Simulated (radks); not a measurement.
The numbers below are computed, except where a source is named.
Ionisation of the molybdenum ion Mo3+, [Kr] 4d3, to Mo4+, [Kr] 4d2, under several functionals. Scalar-relativistic Kohn-Sham, spin-polarised, spherical densities, finite nucleus; open shells are filled with parallel spins first (spin-orbit coupling, left out, can overturn this in heavy ions); a radial shooting solver on a logarithmic mesh with Libxc functionals.

| functional | E(Mo3+) (hartree) | Exc (hartree) | IE (eV) | -e(HOMO) (eV) | <r> HOMO (bohr) | IE error (eV) |
|---|---|---|---|---|---|---|
| B86b exchange with PBE correlation | -4047.38755 | -123.16709 | 40.475 | 33.968 | 1.601 | +0.145 |
| SCAN | -4047.76070 | -123.41571 | 40.421 | 33.993 | 1.595 | +0.091 |
| r2SCAN | -4047.44520 | -123.08310 | 40.459 | 34.030 | 1.592 | +0.129 |
| PW91 | -4047.52533 | -123.30723 | 40.514 | 34.006 | 1.602 | +0.184 |
| XLYP | -4047.79003 | -123.56232 | 40.251 | 33.721 | 1.607 | -0.079 |

NIST Atomic Spectra Database: 40.3 eV (semi-empirical). Closest: XLYP. The Delta-SCF values span 0.26 eV, the total energies 0.40 hartree. The highest occupied level is 4d. Open shells are spherical and high-spin; term and fine-structure splittings are not resolved.
